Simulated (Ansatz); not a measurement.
`[SiH3][AsH2]` + `N[SiH3]` → `[SiH3]N[AsH2]` + SiH₄ at 500 K and 1 bar (cleavage of the As–Si bond).

Program: Ansatz. Geometries: PBE0-D4/def2-TZVP. ΔE: electronic, gas phase. CBS: MP2 limit from def2 TZ/QZ plus the TZ coupled-cluster correction, frozen cores. This one scheme is used for every species. For As outer-core shells are correlated without core-valence functions, which leaves a few kJ/mol of doubt a bond. Scalar relativity is left out up to krypton.

```csv
species,CCSD(T)/CBS energy (Eh),H − E (kJ/mol),S (J/(mol·K))
`[SiH3][AsH2]`,-2527.08228,138.1,337.6
`N[SiH3]`,-346.80422,161.3,303.9
`[SiH3]N[AsH2]`,-2582.40077,189.6,387.2
SiH₄,-291.46306,102.4,230.9
```

H − E and S are ideal-gas, rigid-rotor, harmonic terms from PBE0-D4/def2-TZVP, for one conformer and one mirror image of each species. 1 Eh = 2625.50 kJ/mol, R = 8.31446 J/(mol·K).

**Question.** By hand: ΔE, ΔH, ΔS and ΔG.

**Answer.** ΔE = (-2582.40077) + (-291.46306) − (-2527.08228) − (-346.80422) = 0.02267 Eh = 59.5 kJ/mol. Δ(H − E) = 189.6 + 102.4 − 138.1 − 161.3 = -7.4, so ΔH = 52.1 kJ/mol. ΔS = 387.2 + 230.9 − 337.6 − 303.9 = -23.4 J/(mol·K). ΔG = 52.1 − 500 × (-23.4)/1000 = 63.8 kJ/mol.

**Question.** By hand: the equilibrium constant, and the temperature at which ΔG would vanish if ΔH and ΔS stayed fixed.

**Answer.** log₁₀ K = −ΔG/(RT ln 10) = -6.7. ΔH and −TΔS have one sign here, so there is no such temperature.

ΔH outweighs TΔS. A doubt of 5 kJ/mol in ΔE shifts log₁₀ K by 0.5 here. Other conformers and mirror images would add mixing entropy, several J/(mol·K) or more a flexible species. These are equilibria of isolated gas molecules and say nothing of rates. Largest T1 diagnostic: 0.011 (customary marks: 0.02 for closed shells, 0.045 for open ones).
